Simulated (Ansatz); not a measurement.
Geometry optimisation, Ansatz 0.2.0, RKS PBE-D4/6-31G*.

input.yaml

```yaml
crystal:
  periodic: [false, false, false]
  atoms:
    - { symbol: O, position_ang: [-2.0172, -0.4524, 0.7013] }
    - { symbol: C, position_ang: [-0.8324, -0.6104, 0.0788] }
    - { symbol: C, position_ang: [-0.54038, -1.724, -0.55907] }
    - { symbol: B, position_ang: [0.86396, -1.90913, -1.41451] }
    - { symbol: F, position_ang: [1.12737, -3.10053, -2.06405] }
    - { symbol: H, position_ang: [-2.2935, 0.4742, 1.1637] }
    - { symbol: H, position_ang: [-0.12354, 0.20806, 0.08147] }
    - { symbol: H, position_ang: [-1.21229, -2.57695, -0.64415] }
    - { symbol: H, position_ang: [1.58157, -1.02047, -1.38166] }
basis:
  gaussian: { orbitals: "6-31G*" }
hamiltonian:
  xc: pbe
  dispersion: d4
relax:
  f_tol: 0.015
  max_steps: 40
```

Launched with:

```bash
$ ansatz run input.yaml --threads 1 --pin off --max-ram 2048MiB --backend cpu --events-out ev --progress --plain --runs-dir out
```

Task: Where does it end, and by what steps?

Result: The forces met the threshold. After 7 steps the energy has fallen by 0.733 eV; H6 moved furthest, 0.27 Å.

```tsv
step	energy less start (eV)	largest force component (eV/Å)	accepted
0	0.0000	3.165	yes
1	-0.5374	2.000	yes
2	-0.6316	1.468	yes
3	-0.7165	0.634	yes
4	-0.7300	0.287	yes
5	-0.7323	0.096	yes
6	-0.7326	0.026	yes
7	-0.7327	0.008	yes
```

```xyz
9
Properties=species:S:1:pos:R:3
O -2.034 -0.465 0.698
C -0.865 -0.645 0.032
C -0.560 -1.793 -0.624
B 0.786 -1.881 -1.338
F 1.149 -2.991 -2.007
H -2.041 0.429 1.094
H -0.163 0.202 0.051
H -1.297 -2.606 -0.611
H 1.579 -0.962 -1.333
```

Whether the end is a true minimum wasn't checked by a vibrational analysis.

The run took 27 s on 1 thread of Arm Neoverse V1 (shared host), peak memory 0.14 GiB.
